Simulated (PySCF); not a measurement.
BeO. Atoms are numbered in the order given.

```xyz
2

Be     0.0000     0.0000    -0.8825
O      0.0000     0.0000     0.4412
```
Charge 0, spin multiplicity 1.

Geometry: B3LYP-D3(BJ)/def2-TZVPD.

The numbers are results of M06-2X/def2-TZVPD run with PySCF, not measurements.

Isolated molecule, no solvent.

Computed frontier levels, gap, dipole moment and polarisability:
```json
{
 "highest_occupied_level": "-8.83 eV",
 "lowest_empty_level": "-3.51 eV",
 "orbital_gap": "5.33 eV",
 "dipole_moment": "1.408 e·Å",
 "quadrupole, principal values (traceless, Buckingham form, about the centre of nuclear charge)": "-3.46, -3.46, 6.93 D·Å",
 "mean_static_polarisability": "24.8 bohr³ (3.67 Å³)",
 "polarisability_principal_values": "24.7, 24.8, 24.8 bohr³"
}
```
